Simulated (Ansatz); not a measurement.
Cost and result for the atomization energy of C$_{2}$H$_{2}$AlF, SMILES `C#[C][AlH][F]` (6 atoms, 5 bonds).

```xyz
6

C    -0.8557   -1.5188    0.6182
C    -0.2916   -0.5295    0.2097
Al    0.5552    1.0526   -0.3953
F     1.7852    0.8941   -1.4766
H    -1.3501   -2.3941    0.9756
H     0.1570    2.4958    0.0685
```

Charge 0, multiplicity 1. All single points use the PBE0-D4/def2-TZVP geometry. Program: Ansatz. All runs use 2 threads of a server CPU on a shared host. Times are those of one run each, without the atoms' runs, and a repeat can differ threefold. Electronic energies, without spin–orbit coupling; frozen cores. CCSD(T)/CBS adds CCSD(T) − MP2 in def2-TZVPP to the MP2 limit, and its time is that of the two runs behind it. T1 = 0.013. HSE06 is the plane-wave form, built on full-range PBE exchange.

CCSD(T)/CBS is a level of theory with its own doubt, some kJ/mol a heavy atom from the limit and from the frozen cores, so smaller differences don't rank the functionals.

```tsv
level	functions	wall time
LDA (SPW92)/def2-TZVPP	163	0.9 s
CCSD(T)/def2-SVP	70	1.2 s
PBE-D4/def2-TZVPP (with forces)	163	1.9 s
HSE06-D4/def2-TZVPP	163	2.1 s
BHLYP-D4/def2-TZVPP	163	2.2 s
CAM-B3LYP-D4/def2-TZVPP	163	2.3 s
B2PLYP/def2-TZVPP	163	3.6 s
r2SCAN-D4/def2-TZVPP (with forces)	163	3.8 s
ωB97X-V/def2-TZVPP	163	6 s
B97M-V/def2-TZVPP	163	6.5 s
MP2/def2-QZVPP	301	10 s
CCSD(T)/def2-TZVPP	163	24 s
CCSD(T)/CBS(def2)	–	34 s
```

Q: What atomization energy does each give, and how far from CCSD(T)/CBS? (Estimate.)

A: Computed: 
```csv
level,atomization (kcal/mol),difference from CCSD(T)/CBS,per bond
LDA (SPW92)/def2-TZVPP,669.1,75.9,15.2
CCSD(T)/def2-SVP,561.8,-31.4,-6.3
PBE-D4/def2-TZVPP (with forces),602.4,9.2,1.9
HSE06-D4/def2-TZVPP,587.8,-5.4,-1.1
BHLYP-D4/def2-TZVPP,567.4,-25.8,-5.2
CAM-B3LYP-D4/def2-TZVPP,591.4,-1.8,-0.4
B2PLYP/def2-TZVPP,588.0,-5.2,-1.0
r2SCAN-D4/def2-TZVPP (with forces),592.3,-0.9,-0.2
ωB97X-V/def2-TZVPP,589.0,-4.2,-0.8
B97M-V/def2-TZVPP,594.7,1.5,0.3
MP2/def2-QZVPP,608.5,15.3,3.1
CCSD(T)/def2-TZVPP,576.6,-16.6,-3.3
CCSD(T)/CBS(def2),593.2,0.0,0.0
```

The D4 term adds +3.5 kcal/mol with B3LYP and +1.8 kcal/mol with PBE0; it sums over pairs of atoms, weighted by their polarisabilities, and B3LYP, whose exchange is more repulsive, gets the larger term. From BLYP to BHLYP (50 % exact exchange), in def2-TZVPP and without D4, the atomization energy moves by −22.4 kcal/mol: exact exchange takes away binding that semilocal exchange gives to molecules. Leaving LDA and LC-ωPBE aside and taking each functional with its dispersion term where it has one, the values spread over 35.1 kcal/mol, from BHLYP-D4 to PBE-D4. LDA lies +68.7 kcal/mol from PBE without D4, its usual overbinding.

B3LYP here is the variant with VWN-RPA as its local correlation; programs differ in this.
